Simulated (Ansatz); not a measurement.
```yaml
crystal:
  periodic: [false, false, false]
  atoms:
    - {symbol: C, position_ang: [-1.578640, 0.238016, 1.179721]}
    - {symbol: O, position_ang: [-0.478128, -0.641354, 1.262235]}
    - {symbol: Si, position_ang: [0.985951, -0.290400, 0.599622]}
    - {symbol: Si, position_ang: [0.889202, -0.151362, -1.749474]}
    - {symbol: F, position_ang: [-0.120139, 1.029068, -2.179518]}
    - {symbol: H, position_ang: [-1.870287, 0.425169, 0.139983]}
    - {symbol: H, position_ang: [-1.357571, 1.199717, 1.656606]}
    - {symbol: H, position_ang: [-2.419886, -0.222575, 1.699420]}
    - {symbol: H, position_ang: [1.900546, -1.395763, 0.983413]}
    - {symbol: H, position_ang: [1.514285, 0.999030, 1.136816]}
    - {symbol: H, position_ang: [0.385960, -1.406468, -2.368860]}
    - {symbol: H, position_ang: [2.225409, 0.161822, -2.325964]}
basis:
  gaussian: {orbitals: STO-3G, nuclear_model: gaussian}
magnetization: {spin_polarized: true, initial_magnetization: 1}
hamiltonian: {xc: {name: B2PLYP}}
accuracy: high
```

```sh
$ ansatz run in.yaml --threads 4 --pin off --events-out ev --progress --plain --max-ram 10444MiB
```

Shortened log:

```
Error: a molecule whose nuclei and cores have a total charge of 58 cannot have a net charge of 0 together with 1 unpaired electrons
```

(1) What is wrong with this run?

## Answers

(1) The number of unpaired electrons doesn't fit the electron count. The input was rejected before any iteration.
